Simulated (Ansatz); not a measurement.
Appearance energy of a fragment ion: C2H10OSi2 → [SiH3]+ + C2H7OSi + e⁻

Gas-phase species: C2H10OSi2 `O[SiH2]CC[SiH3]`, singlet; [SiH3]+ `[SiH3+]`, singlet; C2H7OSi `[CH2]C[SiH2]O`, doublet. 

Shapes, held fixed at every level: PBE0-D4/def2-TZVP. Flexible molecules stand in one conformer, not always the lowest. Programs: Ansatz 0.2.0. Electronic energies: no zero-point or thermal term.

```tsv
level	kind	ΔE (eV)	less CCSD(T)/CBS estimate
HF/def2-SVP	Hartree–Fock	+10.21	-1.62
HF/def2-TZVPP	Hartree–Fock	+10.12	-1.71
SPW92/def2-TZVPP	LDA	+12.31	+0.48
PBE-D4/def2-TZVPP	GGA	+11.78	-0.05
B3LYP-D4/def2-TZVPP	global hybrid	+11.72	-0.11
r2SCAN0-D4/def2-TZVPP	global hybrid	+11.71	-0.12
B2PLYP/def2-TZVPP	double hybrid	+11.54	-0.29
CCSD(T)/CBS estimate	coupled cluster or CI	+11.83	0.00
```

The highest level, CCSD(T)/CBS estimate, gives ΔE = +11.83 eV; the levels span +10.12 to +12.31. The column of differences is taken from that level and isn't an error. No measured value is set beside it here. Open shells run unrestricted. The CBS estimate extrapolates MP2 from def2-TZVPP and def2-QZVPP and adds CCSD(T) − MP2 in the triple-zeta set, cores frozen. The onset seen in experiment also holds zero-point changes and kinetic shifts.
